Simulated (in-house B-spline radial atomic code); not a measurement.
Whole-atom quantities along the 14-electron series, configuration [Ne] 3s2 3p2. Breit and QED terms are first order and not part of the total energy; the density at the nucleus is averaged over the nuclear charge. Computed with an all-electron radial atomic-structure program (B-spline basis): Dirac-Hartree-Fock, average of the configuration, finite nuclei.

```tsv
ion	Z	E/Z² (Eh)	Σ<r²> (bohr²)	n(0)/Z³ (bohr⁻³)	Lamb diamagnetic shielding (ppm)	repulsion over attraction	Breit energy (eV)	self-energy (eV)	vacuum polarisation (eV)	Dirac less non-relativistic energy (Eh)
Os62+	76	-2.2176	0.18888	3.4858	6722.94	0.03459	407.3	418.64	-78.269	-913.04
Ir63+	77	-2.2249	0.18279	3.6339	6848.82	0.034082	425.33	440.31	-83.546	-968.06
Pt64+	78	-2.2322	0.17695	3.7814	6976.6	0.033585	443.96	462.92	-89.138	-1025.75
Au65+	79	?	?	?	?	?	?	?	?	?
Hg66+	80	?	?	?	?	?	?	?	?	?
Tl67+	81	-2.2547	0.16083	4.2806	7372.45	0.032153	503.55	536.85	-108.09	-1216.13
```

Question: Fill in the row of Au65+.

Answer: E/Z² (Eh): -2.2396; Σ<r²> (bohr²): 0.17136; n(0)/Z³ (bohr⁻³): 3.9408; Lamb diamagnetic shielding (ppm): 7106.43; repulsion over attraction: 0.033098; Breit energy (eV): 463.2; self-energy (eV): 486.52; vacuum polarisation (eV): -95.081; Dirac less non-relativistic energy (Eh): -1086.25.

Question: Fill in the row of Hg66+.

Answer: E/Z² (Eh): -2.2471; Σ<r²> (bohr²): 0.16599; n(0)/Z³ (bohr⁻³): 4.1036; Lamb diamagnetic shielding (ppm): 7238.33; repulsion over attraction: 0.032621; Breit energy (eV): 483.05; self-energy (eV): 511.14; vacuum polarisation (eV): -101.38; Dirac less non-relativistic energy (Eh): -1149.66.

Question: With what power of Z does the column «Σ<r²> (bohr²)» change over this range?

Answer: A fit of the logarithm of its size against log Z from Z = 76 to 81 has slope -2.52. Unscreened non-relativistic hydrogenic orbitals would give -2.
